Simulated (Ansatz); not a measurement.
Reaction (isomerisation): `NC1CO[SiH2]1` → `C[Si]1(N)CO1`

Calculated with Ansatz (gas phase, PBE0-D4/def2-TZVP geometries, no zero-point term in ΔE). CCSD(T)/CBS adds triple-zeta CCSD(T) − MP2 to the extrapolated MP2 energy (def2 sets, frozen cores). Functionals use def2-TZVPP. Each species was taken in one conformer, which may not be the lowest.

`NC1CO[SiH2]1`:

```xyz
12

N    -1.271    0.177   -1.190
C     0.047    0.177   -0.612
C     0.336    0.924    0.726
O     1.024   -0.095    1.486
Si    0.691   -1.295    0.376
H    -1.969   -0.166   -0.544
H    -1.553    1.103   -1.489
H     0.769    0.486   -1.373
H     0.978    1.805    0.633
H    -0.595    1.210    1.228
H     1.890   -2.056   -0.065
H    -0.347   -2.269    0.823
```

`C[Si]1(N)CO1`:

Cartesian coordinates in Å:
```
C -0.409 0.625 -1.507
Si 0.052 -0.157 0.105
N 1.702 -0.541 0.100
C -0.893 0.042 1.624
O -1.030 -1.198 0.795
H -0.237 -0.065 -2.337
H 0.172 1.531 -1.691
H -1.468 0.887 -1.501
H 2.158 -1.018 0.859
H 2.250 -0.538 -0.742
H -1.826 0.600 1.690
H -0.471 -0.170 2.606
```

```
  level  ΔE (kJ/mol)
 B2PLYP       -120.5
r2SCAN0       -121.6
```

Problem. What does CCSD(T)/CBS give? (An estimate is asked.)

Solution. Computed: -118.3 kJ/mol. The listed levels differ from it by -2.2, -3.3 kJ/mol.

Largest T1 diagnostic among the species: 0.012.

From PBE to PBE0 (25 % exact exchange), in def2-TZVPP and without D4, ΔE moves by +3.6 kJ/mol. At CCSD(T), def2-SVP lies +41.3 kJ/mol from the extrapolated value and def2-TZVPP +4.3 kJ/mol.

CCSD(T)/CBS has its own doubt, a few kJ/mol and more with outer-core shells, so smaller differences from it don't rank the levels.
